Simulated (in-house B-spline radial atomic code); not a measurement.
How G0W0 and RPA depend on the start: the manganese ion Mn¹³⁺

Configuration [Ne] 3s2. Computed with a B-spline radial code for spherical atoms: all electrons, scalar-relativistic (spin-free one-electron X2C), finite nucleus, each spin shell either full or empty, empty states to l = 9 with an (l + 1/2)⁻⁴ tail; G0W0 by contour deformation at full frequency.

| start | mean-field 3s (eV) | G0W0 (eV) | QP weight | RPA correlation (Eh) |
| --- | --- | --- | --- | --- |
| Hartree-Fock | -400.92 | -403.94 | 0.983 | -0.76632 |
| PBE | -389.84 | ? | ? | ? |
| BLYP | -390.00 | -404.63 | 0.969 | -0.85277 |
| wB97X | -395.73 | ? | ? | ? |
| SCAN | -390.30 | -404.56 | 0.971 | -0.84025 |

Problem. What G0W0 level, weight and RPA correlation energy follow from the PBE start?

Solution. G0W0 level -404.63 eV, weight 0.970, RPA correlation -0.85229 hartree.

Problem. What G0W0 level, weight and RPA correlation energy follow from the wB97X start?

Solution. G0W0 level -404.29 eV, weight 0.976, RPA correlation -0.81617 hartree.

Problem. How much of the dependence on the start does G0W0 remove?

Solution. The mean-field levels span 11.1 eV and the G0W0 levels 0.694 eV. Against 402.95 ± 0.25 eV (NIST, semi-empirical) the G0W0 removal energies are off by +0.99 to +1.68 eV, with spin-orbit coupling, Breit and QED terms left out.
